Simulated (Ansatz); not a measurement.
Basis-set extrapolation for C2H10AlBSi, SMILES `B[CH2][Al]([CH3])[SiH3]` (PBE0-D4/def2-TZVP geometry, frozen core, Ansatz). Multiplicity 1, RHF reference.

|  | def2-TZVPP | def2-QZVPP |
| --- | --- | --- |
| HF | -637.141281 | -637.162261 |
| MP2 correlation | -0.666658 | -0.709800 |
| CCSD(T) correlation | -0.766962 | not run |

Energies in hartree. Use E(X) = E(∞) + A·exp(−7.88·√X) for Hartree–Fock and E(X) = E(∞) + B·X^(−2.97) for correlation, with X = 3 and 4, and add CCSD(T) minus MP2 of the smaller set to the MP2 limit.

Task: What is the CCSD(T) energy at the basis-set limit?

Result: HF limit: -637.162261 + (-0.020980) × 0.13774 = -637.16515. MP2 limit: -0.709800 + (-0.043142) × 0.74074 = -0.74176. Higher-order term: -0.766962 − (-0.666658) = -0.10030. Total: -638.00721 hartree, 259.8 kJ/mol below CCSD(T)/def2-TZVPP.
